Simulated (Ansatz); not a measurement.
Molecule: tribromo(chloro)methane, CBr3Cl, net charge 0, singlet state. 
Geometry from a B3LYP-D3(BJ)/def2-TZVP (Ansatz, a quantum-chemistry and plane-wave program) optimisation:
```
C
Cl 1 1.7664
Br 1 1.9582 2 109.63
Br 1 1.9582 2 109.63 3 120.00
Br 1 1.9582 2 109.63 4 120.00
```

Property: atomisation energy (electronic, to ground-state atoms), in kcal/mol. Correlated levels leave the core frozen unless marked. Open shells are spin-unrestricted. Spin-orbit coupling is left out. Frozen are the shells of the preceding noble gas and the d and f shells that filled before the atom's block. Non-relativistic. The coupled-cluster limit lacks core correlation, which all-electron functionals hold. Basis-set limits of correlation are two-point, X^-3; Hartree-Fock from the larger set.

| level | program | atomisation energy (kcal/mol) |
|---|---|---|
| HF/STO-3G | Ansatz | 194.5 |
| HF/6-31G* | Ansatz | 136.4 |
| HF/def2-QZVPP | Ansatz | 142.0 |
| SVWN5/def2-TZVPD | Ansatz | 359.5 |
| r2SCAN-D3(BJ)/def2-TZVPD | Ansatz + dftd3 | 283.9 |
| r2SCAN-D4/def2-TZVPD | Ansatz + dftd4 | 283.7 |
| B97M-V/def2-TZVPD | Ansatz | 276.2 |

Task: Estimate the value at CCSD(T)/CBS(def2-TZVPPD,def2-QZVPPD) as computed with Ansatz.

Result: 274.8 kcal/mol, so B97M-V/def2-TZVPD differs from it by 1.4 kcal/mol.
